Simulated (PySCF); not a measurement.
How exact exchange moves a shielding

Molecule: `InChI=1S/C3H7BS/c1-3-4-5-2/h3-4H,1H2,2H3`.

Atoms are numbered as in `[CH2:1]=[CH:2][BH:3][S:4][CH3:5]` (H(Xn): hydrogen on atom n). Ha(C1) is cis to B3; Hb(C1) is trans to B3.

GIAO shieldings (ppm, equivalent atoms averaged) in PySCF on the PBE0-D3(BJ)/def2-SVP geometry, basis pcSseg-2, gas phase, non-relativistic:

```csv
functional,exact exchange (%),σ(C2),σ(C5),σ(B3),σ(S4)
BLYP,0,22.0,153.7,25.8,347.3
BP86,0,26.9,158.2,29.7,365.5
PBE,0,26.3,158.5,28.5,366.4
B3LYP,20,26.2,159.1,29.3,384.6
PBE0,25,31.6,164.6,33.0,412.5
mPW1PW91,25,31.2,163.9,33.1,410.8
HF,100,45.0,175.0,48.2,511.6
```

(1) Fit each shielding as a line in the percentage of exact exchange.

(2) What does the line predict for BHandHLYP (50 %), and what does the run give?

Results:

(1) σ(C2) = 25.0 + 0.20 x (rms 1.9 ppm); σ(C5) = 157.4 + 0.18 x (rms 2.1 ppm); σ(B3) = 27.6 + 0.20 x (rms 1.4 ppm); σ(S4) = 362.8 + 1.52 x (rms 9.1 ppm). The functionals also differ in their semilocal parts, which the line can't hold; Hartree–Fock has no correlation at all.

(2) σ(C2): 35.0 predicted, 32.6 computed; σ(C5): 166.4 predicted, 165.7 computed; σ(B3): 37.6 predicted, 35.3 computed; σ(S4): 438.8 predicted, 434.7 computed ppm.
